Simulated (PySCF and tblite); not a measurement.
Values are calculated unless marked as measured or tabulated.
C4H11ClSi2, numbered as in [Cl:1][SiH:2]1[CH2:3][CH2:4][SiH2:5][CH2:6][CH2:7]1.

The ensemble was built from 60 distance-geometry starts (ETKDG and KDG, MMFF94s, GFN2-xTB) and rests on GFN2-xTB geometries. Free energies are PBE0-D3(BJ)/pcSseg-1 single points with GFN2-xTB rigid-rotor and vibrational terms (modes under about 100 cm⁻¹ blended into free rotors). Symmetry numbers and mirror images are counted. Conformers within 3 kcal/mol (GFN2-xTB free energy) were kept, 10 at most. Of two unlike H on one atom, a is the less shielded (PBE0/pcSseg-1). Codes: tblite and PySCF.

An NOE distance is ⟨r⁻⁶⟩^(−1/6) over all pairs of like atoms and, for the average, over conformers.

The 6-ring runs over atoms 2–3–4–5–6–7. Of a mirror pair one member is shown.

```csv
conformer,shape,weight %
1,6-ring chair (Cl1 axial),68.2
2,6-ring chair (all substituents equatorial),25.1
3,"6-ring twist-boat (ring torsions 64, -34, -33, 64, -34, -33°)",6.7
```

Problem. Which H–H contacts under 3.5 Å would NOEs report (pairs on one atom left out) at 298.15 K?

Solution. 
```csv
pair,in 1 (Å),in 2 (Å),in 3 (Å),average (Å)
H3b/H7b ··· H4b/H6b,2.76,2.76,2.75,2.76
H3a/H7a ··· H4a/H6a,2.76,2.76,2.75,2.76
H3a/H7a ··· H4b/H6b,2.76,3.36,2.92,2.86
H4a/H6a ··· H5a,3.00,3.03,2.88,3.00
H4b/H6b ··· H5b,3.04,2.99,2.88,3.01
H2 ··· H3b/H7b,3.02,3.03,2.91,3.02
H3b/H7b ··· H4a/H6a,3.36,2.76,2.92,3.09
H4b/H6b ··· H5a,3.06,3.67,3.38,3.17
H3b/H7b ··· H5b,3.01,4.91,3.61,3.18
H2 ··· H3a/H7a,3.08,3.68,3.38,3.19
H4a/H6a ··· H5b,3.67,3.06,3.37,3.41
```

Longer pairs under the limit may be missing.


Conformer gaps in pcSseg-1 on xTB geometries can be 2 kcal/mol off for S=O, P=O and other polar bonds.